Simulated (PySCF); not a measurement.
**Complete the spectrum of TaS(OH)3**

Species: TaS(OH)3 (singlet state).
Structure used (PBE0-D3(BJ)/def2-SVP), in Å, numbered top down from 1:
```xyz
8
H3O3STa angstrom
Ta    -0.0007   -0.0021    0.0561
S      0.0117   -0.0419    2.2287
O      1.7606    0.2752   -0.5824
H      2.6239    0.4132   -0.1837
O     -1.1144    1.4035   -0.5500
H     -1.6687    2.0817   -0.1558
O     -0.6525   -1.6543   -0.6033
H     -0.9599   -2.4752   -0.2095
```

Level of theory: TDDFT CAM-B3LYP/def2-SVPD, vertical, gas phase, core orbitals frozen in the response, def2 core potentials past Kr in PySCF. Spin–orbit coupling is left out.

Orbital energies (eV): HOMO-3 -11.21, HOMO-2 -9.88, HOMO-1 -8.84, HOMO -8.84, LUMO -0.16, LUMO+1 -0.16, LUMO+2 0.16.

Lowest singlets, with some entries withheld (?). The highest level found (6.38 eV, f 0.019 so far) is left out, since the window may have cut off a degenerate partner. Orbitals of the list HOMO-3 to LUMO+2 that lie within 0.01 eV of each other are written together with a slash and their weights summed (≥ marks a lower bound); for degenerate orbitals outside that list single weights are arbitrary.

```json
{"state": "S1", "E (eV)": "4.55", "f": "0.0000", "main configurations (H = HOMO, L = LUMO)": "H-1/H→L/L+1 (≥82%)"}
{"state": "S2", "E (eV)": "4.78", "f": "0.0013", "main configurations (H = HOMO, L = LUMO)": "H-1/H→L/L+1 (≥86%)"}
{"state": "S3", "E (eV)": "4.78", "f": "0.0013", "main configurations (H = HOMO, L = LUMO)": "H-1/H→L/L+1 (≥86%)"}
{"state": "S4", "E (eV)": "?", "f": "?", "main configurations (H = HOMO, L = LUMO)": "?"}
{"state": "S5", "E (eV)": "?", "f": "?", "main configurations (H = HOMO, L = LUMO)": "?"}
{"state": "S6", "E (eV)": "5.75", "f": "0.082", "main configurations (H = HOMO, L = LUMO)": "H-1/H→L/L+1 (≥57%), H-2→L+3 (14%)"}
{"state": "S7", "E (eV)": "5.94", "f": "0.029", "main configurations (H = HOMO, L = LUMO)": "H-1/H→L+3 (≥57%), H-1/H→L+2 (≥34%)"}
{"state": "S8", "E (eV)": "5.94", "f": "0.029", "main configurations (H = HOMO, L = LUMO)": "H-1/H→L+3 (≥57%), H-1/H→L+2 (≥34%)"}
{"state": "S9", "E (eV)": "?", "f": "?", "main configurations (H = HOMO, L = LUMO)": "?"}
```

Supply the missing values.

- S4: E = 5.71 eV; f = 0.0001; H-2→L/L+1 (≥92%)
- S5: E = 5.71 eV; f = 0.0013; H-2→L/L+1 (≥90%)
- S9: E = 6.29 eV; f = 0.0000; H-1/H→L+4 (≥28%), H-1/H→L+5 (≥26%), H-1/H→L+7 (≥20%)

What is the mean static polarisability from the same response equations?

74.0 au (10.97 Å³), with principal values 67.5, 67.6 and 86.9 au.

What is the vertical ionisation energy by ΔSCF at this level?

9.65 eV; −ε(HOMO) is 8.84 eV.

Where do the lowest triplets lie (Tamm–Dancoff)?

T1 3.99 eV, H-1/H→L/L+1 (≥79%); T2 4.24 eV, H-1/H→L/L+1 (≥83%); T3 4.24 eV, H-1/H→L/L+1 (≥83%). E(S1) − E(T1) = +0.56 eV.
